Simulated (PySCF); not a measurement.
This script is equivalent to a calculation on S⁺ (sulfur, charge +1).

```python
from pyscf import gto, scf, dft, mp, cc
import basis_set_exchange as bse
mol = gto.M(atom="S 0 0 0", charge=1, spin=3, symmetry="D2h",
            basis=gto.basis.parse(bse.get_basis("dyall-av2z", elements=["S"], fmt="nwchem")))
mf = scf.UHF(mol)
mf.irrep_nelec = {'Ag': (3, 3), 'B1u': (2, 1), 'B2u': (2, 1), 'B3u': (2, 1)}
mf.kernel()
```

Q: What total energy does it give?

A: -397.15999 hartree (calculated).

Q: Which occupied shell lies highest, and where?

A: 3p α, at -23.460 eV.

Q: What is ⟨S²⟩, and what would a pure spin state give?

A: 3.751, against 3.75.
